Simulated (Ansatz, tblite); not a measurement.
Removing and adding an electron: the cluster Al₂O₃ (the lowest singlet isomer of a short search). Charge 0, multiplicity 1. Geometry: PBE-D4/def2-SVP. Ansatz, gas phase; energy differences of separate SCF runs; the oxidised species was run as a doublet alone; the reduced species was run as a doublet alone.

Cartesian coordinates in Å:
```
Al 0.1759 -0.8679 -1.4480
Al -0.1746 0.8679 1.4482
O 0.3420 -1.6975 -2.8303
O 0.0010 -0.0011 0.0008
O -0.3443 1.6987 2.8293
```

The xTB rows come from tblite. Correlated methods freeze 13 core orbitals. HOMO above LUMO, or a gap near zero within one spin, warns that the state may not be the lowest or that an electron is smeared out. The structure comes from a short search, and lower isomers may exist.

```tsv
level	−HOMO (eV)	vertical IE (eV)	−LUMO (eV)	vertical EA (eV)	HOMO–LUMO gap (eV)	IE − EA (eV)	remarks
GFN1-xTB	13.82	17.09	10.04	7.01	3.78	10.09	–
GFN2-xTB	12.41	15.73	9.87	6.67	2.54	9.07	–
HF/def2-TZVPP	–	8.17	–	–	–	–	–
PBE-D4/def2-TZVP	6.64	9.38	4.33	–	2.31	–	gap within one spin near zero (+1 doublet)
PBE-D4/def2-TZVPD	6.70	–	4.40	2.20	2.30	–	–
r2SCAN-D4/def2-TZVP	6.87	9.39	4.02	–	2.84	–	gap within one spin near zero (+1 doublet)
r2SCAN-D4/def2-TZVPD	6.91	–	4.08	2.13	2.83	–	–
PBE0-D4/def2-TZVP	8.01	9.68	3.54	–	4.46	–	–
PBE0-D4/def2-TZVPD	8.06	–	3.62	2.10	4.44	–	–
MP2/def2-TZVPP	–	10.60	–	–	–	–	–
CCSD/def2-TZVPP	–	10.03	–	–	–	–	large T1 (0.028) (singlet)
CCSD(T)/def2-TZVPP	–	10.23	–	–	–	–	large T1 (0.028) (singlet)
```

   Raw xTB energy differences between charge states are shifted by several eV; the methods need an empirical correction for them.
